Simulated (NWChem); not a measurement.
System: CH$_{4}$Si, singlet; SMILES C[SiH]

NWChem input:

```
start job
memory heap 200 mb stack 900 mb global 1100 mb
geometry units angstroms noautosym nocenter noautoz
  Si     0.129348    -0.770554    -0.000383
  H     -1.415338    -0.939975     0.001536
  C      0.045925     1.142821    -0.001145
  H      1.037051     1.637167    -0.006866
  H     -0.526549     1.493741     0.888335
  H     -0.539798     1.497155    -0.880316
end
basis spherical
  * library def2-svp
end
dft
  xc b3lyp
  iterations 150
  mulliken
end
task dft energy
esp
  recalculate
  probe 0.07
  range 0.3
  factor 1.0
  spacing 0.02
end
task esp
```

Output (shortened):

```
             Northwest Computational Chemistry Package (NWChem) 7.3.0
             --------------------------------------------------------

                             Geometry "geometry" -> ""
                             -------------------------

 Output coordinates in angstroms (scale by  1.889725989 to convert to a.u.)

  No.       Tag          Charge          X              Y              Z
 ---- ---------------- ---------- -------------- -------------- --------------
    1 Si                  14.0000     0.12934800    -0.77055400    -0.00038300
    2 H                    1.0000    -1.41533800    -0.93997500     0.00153600
    3 C                    6.0000     0.04592500     1.14282100    -0.00114500
    4 H                    1.0000     1.03705100     1.63716700    -0.00686600
    5 H                    1.0000    -0.52654900     1.49374100     0.88833500
    6 H                    1.0000    -0.53979800     1.49715500    -0.88031600

 Effective nuclear repulsion energy (a.u.)      47.9666247703

                                 NWChem DFT Module
                                 -----------------

 Summary of "ao basis" -> "ao basis" (spherical)
 ------------------------------------------------------------------------------
       Tag                 Description            Shells   Functions and Types
 ---------------- ------------------------------  ------  ---------------------
 Si                         def2-svp                 8       18   4s3p1d
 H                          def2-svp                 3        5   2s1p
 C                          def2-svp                 6       14   3s2p1d

            General Information
            -------------------
          SCF calculation type: DFT
          Wavefunction type:  closed shell.
          No. of atoms     :     6
          No. of electrons :    24
           Alpha electrons :    12
            Beta electrons :    12
          Charge           :     0
          Spin multiplicity:     1
          Use of symmetry is: off; symmetry adaption is: off
          Maximum number of iterations: 150
          AO basis - number of functions:    52
                     number of shells:    26
          Convergence on energy requested:  1.00D-06
          Convergence on density requested:  1.00D-05
          Convergence on gradient requested:  5.00D-04

              XC Information
              --------------
                         B3LYP Method XC Potential
                     Hartree-Fock (Exact) Exchange  0.200
                        Slater Exchange Functional  0.800 local
                    Becke 1988 Exchange Functional  0.720 non-local
              Lee-Yang-Parr Correlation Functional  0.810
                  VWN I RPA Correlation Functional  0.190 local

             Grid Information
             ----------------
          Grid used for XC integration:  medium
          Radial quadrature: Mura-Knowles
          Angular quadrature: Lebedev.
          Tag              B.-S. Rad. Rad. Pts. Rad. Cut. Ang. Pts.
          ---              ---------- --------- --------- ---------
          Si                  1.10       88           8.0       590
          H                   0.35       45          10.0       434
          C                   0.70       49           8.0       434
          Grid pruning is: on
          Number of quadrature shells:   317
          Spatial weights used:  Erf1

      Superposition of Atomic Density Guess
      -------------------------------------

 Sum of atomic energies:        -328.36047090

      Non-variational initial energy
      ------------------------------

 Total energy =    -329.019527
 1-e energy   =    -547.733069
 2-e energy   =     170.746918
 HOMO         =      -0.216564
 LUMO         =      -0.069519

     ---------------------------------------------
      Total Density - Mulliken Population Analysis
     ---------------------------------------------

    Atom       Charge   Shell Charges
 -----------   ------   -------------------------------------------------------
    1 Si  14    13.55   2.00  1.99  1.23  0.63  5.93  0.80  0.88  0.09
    2 H    1     1.19   0.72  0.46  0.01
    3 C    6     6.68   1.99  0.98  0.31  2.11  1.28  0.01
    4 H    1     0.87   0.66  0.19  0.03
    5 H    1     0.86   0.64  0.19  0.03
    6 H    1     0.86   0.64  0.19  0.03

   convergence    iter        energy       DeltaE   RMS-Dens  Diis-err
 ---------------- ----- ----------------- --------- --------- ---------
 d= 0,ls=0.0,diis     1   -329.8193888862 -3.78D+02  9.75D-03  1.39D-01
 d= 0,ls=0.0,diis     2   -329.8320049040 -1.26D-02  5.29D-03  3.91D-02
 d= 0,ls=0.0,diis     3   -329.8356852094 -3.68D-03  1.77D-03  1.67D-02
 d= 0,ls=0.0,diis     4   -329.8380439330 -2.36D-03  4.40D-04  2.06D-04
 d= 0,ls=0.0,diis     5   -329.8380819317 -3.80D-05  4.62D-05  2.29D-06
 d= 0,ls=0.0,diis     6   -329.8380823337 -4.02D-07  1.33D-05  2.53D-07
 d= 0,ls=0.0,diis     7   -329.8380823817 -4.80D-08  1.98D-06  3.43D-09

         Total DFT energy =     -329.838082381693
      One electron energy =     -549.554561184702
           Coulomb energy =      199.504371309197
    Exchange-Corr. energy =      -27.754517276496
 Nuclear repulsion energy =       47.966624770309

 Numeric. integr. density =       23.999993844797

                       DFT Final Molecular Orbital Analysis
                       ------------------------------------

 Vector   10  Occ=2.000000D+00  E=-4.024677D-01
              MO Center= -2.2D-01,  1.3D+00,  6.7D-03, r^2= 1.3D+00
   Bfn.  Coefficient  Atom+Function         Bfn.  Coefficient  Atom+Function
  ----- ------------  ---------------      ----- ------------  ---------------
    29      0.428273  3 C  pz                43      0.308745  5 H  s
    48     -0.303793  6 H  s                 32      0.195282  3 C  pz
    44      0.131690  5 H  s                 49     -0.129454  6 H  s
    10      0.062279  1 Si pz                13      0.057587  1 Si pz
     7     -0.036621  1 Si pz                15      0.035155  1 Si d -1

 Vector   11  Occ=2.000000D+00  E=-3.109140D-01
              MO Center= -3.5D-01, -4.3D-02, -3.2D-04, r^2= 2.6D+00
   Bfn.  Coefficient  Atom+Function         Bfn.  Coefficient  Atom+Function
  ----- ------------  ---------------      ----- ------------  ---------------
    28      0.354220  3 C  py                19      0.302373  2 H  s
     9     -0.225908  1 Si py                20      0.206178  2 H  s
    31      0.202909  3 C  py                 8     -0.174939  1 Si px
    38      0.167028  4 H  s                 12     -0.145489  1 Si py
    26     -0.142963  3 C  s                 11     -0.129617  1 Si px

 Vector   12  Occ=2.000000D+00  E=-2.246802D-01
              MO Center=  2.6D-01, -8.3D-01, -2.2D-04, r^2= 2.6D+00
   Bfn.  Coefficient  Atom+Function         Bfn.  Coefficient  Atom+Function
  ----- ------------  ---------------      ----- ------------  ---------------
     4      0.431193  1 Si s                  3      0.365070  1 Si s
    11      0.256432  1 Si px                 8      0.249803  1 Si px
    20     -0.219657  2 H  s                  2      0.217386  1 Si s
     9     -0.216153  1 Si py                12     -0.214083  1 Si py
    19     -0.209903  2 H  s                 28      0.198795  3 C  py

 Vector   13  Occ=0.000000D+00  E=-9.896671D-02
              MO Center=  1.1D-01, -7.3D-01, -5.5D-04, r^2= 2.7D+00
   Bfn.  Coefficient  Atom+Function         Bfn.  Coefficient  Atom+Function
  ----- ------------  ---------------      ----- ------------  ---------------
    13      0.735229  1 Si pz                10      0.400295  1 Si pz
     7     -0.218638  1 Si pz                44     -0.117128  5 H  s
    49      0.116273  6 H  s                 43     -0.108234  5 H  s
    48      0.107358  6 H  s                 29     -0.072678  3 C  pz
    32     -0.040072  3 C  pz

[...]

                     NWChem Electrostatic Potential Fit Module
                     -----------------------------------------

 Atom parameters

 Number of atoms is                                    6
 Number of basis functions is                         52

 Grid parameters

 Maximum number of grid points is                  29131
 Number of grid points is                          29130
 Grid range                                     0.300000 nm
 Grid spacing                                   0.020000 nm
 Probe radius                                   0.070000 nm
 Atom radius factor                             1.000000

 Atomic radii

    1    0.100000
    6    0.147000
   14    0.187000
 FASTESP  F
  using M.O. file = ./job.movecs

    Atom              Coordinates                           Charge

                                                  ESP

    1 Si    0.012935   -0.077055   -0.000038   -0.096008
    2 H    -0.141534   -0.093998    0.000154   -0.045274
    3 C     0.004593    0.114282   -0.000115    0.472643
    4 H     0.103705    0.163717   -0.000687   -0.155498
    5 H    -0.052655    0.149374    0.088834   -0.087699
    6 H    -0.053980    0.149716   -0.088032   -0.088165
                                            ------------
                                                0.000000

 Dipole moment                                  0.263115

 Quadrupole moment Qxx                          0.308308
                   Qyy                         -2.453598
                   Qzz                          2.145290

 RMS deviation kJ/mol                           0.170258

 RRMS %                                        88.150399
```

Level: B3LYP/def2-SVP. Low-valent species are run as closed-shell singlets; no triplet was tried in these runs. Geometry: optimised at PBE-D3(BJ)/def2-SVP.
